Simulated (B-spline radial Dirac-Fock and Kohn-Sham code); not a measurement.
Level of theory: the Dirac equation of a negative muon with reduced mass in the field of a spherical finite nucleus, with the Uehling potential to all orders; nuclear polarisation, deformation, hyperfine structure, self-energy, higher-order vacuum polarisation, relativistic recoil and electron screening are left out; an atomic code on a B-spline grid. The nuclear charge is a Fermi distribution (skin thickness 2.3 fm).

Q: A muonic atom of atomic mass 166.93 u emits these computed lines: 2p3/2 → 1s1/2 5036 keV, 3d5/2 → 2p3/2 1827 keV, 4f7/2 → 3d5/2 661.6 keV, 5g9/2 → 4f7/2 304.5 keV. Which element is it, and what rms charge radius was used?

A: Thulium (Z = 69, nuclide ¹⁶⁷Tm); the high transitions hardly feel the nucleus and fix Z. The 2p → 1s line lies 5925 keV below the value for a point nucleus without QED, which for this nuclear model gives a radius near 5.21 fm (5.2129 fm was used).
